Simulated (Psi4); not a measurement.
ISn (SMILES [Sn+][I]), charge +1, singlet, geometry from GFN2-xTB (such geometries of metal compounds can be far from the true shape) (core potentials on I, Sn).

Psi4 was given this input:
```
memory 2 GB

molecule {
1 1
Sn   -0.00000000   -0.00000000   -1.37674874
I     0.00000000    0.00000000    1.29881957
}

set {
  basis def2-svp
}

energy('mn15')
print_variables()
```

Question: Predict the nuclear repulsion energy from MN15/def2-SVP in Psi4.

Answer: 108.7797 Eh

Question: Give the total energy at the level MN15/def2-SVP.

Answer: -1021.174510 Ry

Question: Estimate the number of basis functions that MN15/def2-SVP returns for this input.

Answer: 52
